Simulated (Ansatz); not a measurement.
Ideal-gas functions of `NB(Cl)Cl` at 600 K and 1 bar, from an Ansatz frequency run at PBE0-D4/def2-TZVP.

Molar mass 97.74 g/mol, point group C2v (symmetry number 2), electronic degeneracy 1, moments of inertia 74.034, 165.489, 239.523 u Å². Harmonic wavenumbers (cm⁻¹, unscaled): 261, 320, 474, 542, 563, 575, 791, 1093, 1369, 1623, 3627, 3733.

Use S(trans) = R[1.5 ln M + 2.5 ln T − 1.1517]; rotational temperatures θ = 24.2544 K / I; S(rot) = R[ln(√π/σ · √(T³/θAθBθC)) + 1.5]; for each mode x = 1.438777 ν̃/T, S = R[x/(eˣ − 1) − ln(1 − e⁻ˣ)] and H = RT x/(eˣ − 1); 1 cm⁻¹ = 0.0119627 kJ/mol; R = 8.31446 J/(mol·K).

Question: By hand: the entropy, in J/(mol·K).

Answer: Translation 180.5. Rotation: θ = 0.3276, 0.1466, 0.1013 K, giving 113.4. Vibration, mode by mode: 12.35, 10.72, 7.68, 6.70, 6.42, 6.27, 4.14, 2.34, 1.38, 0.85, 0.01, 0.01, in all 58.9. Electronic 0.0. Sum 352.8 J/(mol·K).

Question: By hand: H − E and G − E in kJ/mol, counted from the electronic energy.

Answer: Zero-point energy ½ × 14971 × 0.0119627 = 89.5; thermal vibration 20.4; translation, rotation and pV give 4 RT = 20.0. H − E = 129.9 kJ/mol, and G − E = 129.9 − 600 × 352.8/1000 = -81.8 kJ/mol.

Vibration gives 17 % of the entropy. The sum counts one conformer and one mirror image; others add a mixing term.
